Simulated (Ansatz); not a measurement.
GaH$_{3}$Se$_{3}$, SMILES `[SeH][Ga]([SeH])[SeH]`, charge 0, multiplicity 1.

(1) Give a relaxed structure at PBE0-D4/def2-TZVP (Ansatz). (Estimate.)

Results:

(1) Ansatz gave: 
Cartesian coordinates in Å:
```
Se 0.6748 2.2720 0.1207
Ga -0.3351 0.1849 -0.0368
Se -2.6416 0.1475 -0.3137
Se 0.8331 -1.8224 0.0683
H 2.0109 1.6817 0.2708
H -2.6665 -1.3209 -0.3425
H 2.1245 -1.1429 0.2332
```
Point group Cs.
